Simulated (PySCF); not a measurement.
# Magnetisability: `C1(Cl)=C(Br)C(=C)C1=C`, C₆H₄BrCl

Geometry (Å), atoms numbered from 1 in this order:
```xyz
12

C    -0.840   -1.818   -0.069
C    -0.040   -0.768   -0.030
C    -0.201    0.718    0.025
C    -1.197    1.582    0.058
C     1.271    0.804    0.026
Br    2.442    2.251    0.079
C     1.421   -0.546   -0.025
Cl    2.741   -1.599   -0.067
H    -0.449   -2.820   -0.107
H    -1.909   -1.703   -0.063
H    -2.222    1.256    0.048
H    -1.015    2.643    0.098
```

Theory: GIAO revPBE/6-31G* magnetisability, rotational g tensor and spin-rotation constants, non-relativistic, gas phase in PySCF 2.14.0. Geometry: GFN2-xTB.

The calculation is non-relativistic, which matters for the atoms heavier than Zn.

**Question.** What are the magnetisability and the molar susceptibility?

**Answer.** Isotropic -1462 × 10⁻³⁰ J/T², or -88.1 × 10⁻⁶ cm³/mol; principal values -1722, -1347, -1318 × 10⁻³⁰ J/T², anisotropy 390 × 10⁻³⁰ J/T² (root of half the summed squared differences of the principal values). The susceptibility is in cgs units.

**Question.** Split it along the inertial axes a, b, c into diamagnetic and paramagnetic parts about the centre of mass, with the quadrupole moment.

**Answer.** 
| axis | χ (10⁻⁶ cm³/mol) | diamagnetic (10⁻⁶ cm³/mol) | paramagnetic (10⁻⁶ cm³/mol) | summed x² of all electrons (Å²) | quadrupole Θ (D Å) |
| --- | --- | --- | --- | --- | --- |
| a | -81.1 | -865.4 | 784.3 | 297.0 | +4.45 |
| b | -79.4 | -1319.6 | 1240.1 | 190.0 | +2.78 |
| c | -103.7 | -2066.0 | 1962.3 | 14.0 | -7.23 |

Anisotropies 2χaa − χbb − χcc = +21.0 and 2χbb − χaa − χcc = +25.9 × 10⁻⁶ cm³/mol. Θ is traceless in Buckingham's convention.

**Question.** And the rotational g tensor?

**Answer.** 
```csv
axis,rotational constant (GHz),g,nuclear part,electronic part
a,1.5238,-0.0229,0.5386,-0.5615
b,0.8833,-0.0135,0.5011,-0.5146
c,0.5592,-0.0006,0.5149,-0.5155
```
Asymmetric top; isotopes 79Br, 12C, 35Cl, 1H; no vibrational averaging.
